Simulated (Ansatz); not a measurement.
Basis-set series for hydrogen bromide. The species carries charge 0 and has multiplicity 1. Geometry: relaxed with PBE0-D4/def2-TZVP.

```
functional       basis  functions  energy (Eh)  HOMO (eV)  LUMO (eV)
   PBE0-D4  def2-TZVPP         62  -2574.45906      -8.75      -0.16
   PBE0-D4  def2-QZVPP        119  -2574.51201      -8.78      -0.36
   ωB97M-V  def2-TZVPP         62  -2574.60884     -11.02       1.73
   ωB97M-V  def2-QZVPP        119  -2574.66006     -11.06       1.30
```

(1) Give the rows for def2-SVP. (Estimate.)

Results:

(1) Computed: 
```
functional     basis  functions  energy (Eh)  HOMO (eV)  LUMO (eV)
   PBE0-D4  def2-SVP         37  -2574.14472      -8.53       0.16
   ωB97M-V  def2-SVP         37  -2574.29515     -10.79       2.19
```

Positive LUMOs are unbound and depend on the basis. Scalar relativity is left out up to krypton.
